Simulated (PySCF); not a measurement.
A small calculation by hand: dipole moment from atomic charges

Si(AsH2)(H)2(OH) (AsH₅OSi), SMILES O[SiH2][AsH2]. Atoms are numbered in the order given.

```xyz
8

Si    -1.2874     0.0467     0.0971
O     -1.6098     1.6483     0.4301
As     1.0103    -0.4867    -0.1373
H     -1.8330    -0.7212     1.2488
H     -1.9518    -0.4049    -1.1671
H     -1.2554     2.2941    -0.1881
H      1.3951     0.4374     1.0133
H      1.2086     0.6148    -1.1766
```

The structure is a stationary point at PBE0-D3(BJ)/def2-SVP. Other conformers were not sampled.

Charges (e) from PySCF with ωB97X/def2-TZVPD:

| atom | ESP fit | IAO |
|---|---|---|
| Si1 | 0.449 | 0.851 |
| O2 | -0.613 | -0.804 |
| As3 | -0.201 | -0.049 |
| H4 | -0.041 | -0.137 |
| H5 | -0.086 | -0.160 |
| H6 | 0.394 | 0.370 |
| H7 | 0.057 | -0.030 |
| H8 | 0.041 | -0.041 |

The dipole moment of the full density is 1.22 D.

Task: What dipole moment does each set of point charges give, and which comes closer to that of the density?

Result: 
μ = Σ q r, and 1 e Å = 4.8032 D.
ESP fit: Σ q r = (0.083, 0.127, -0.208) e Å, |μ| = 1.24 D.
IAO: Σ q r = (0.157, -0.288, -0.293) e Å, |μ| = 2.11 D.
ESP fit comes closer in size. Point charges leave out the atoms' own dipoles (lone pairs, polarised bonds); fits to the potential absorb them, partitions of the density don't.
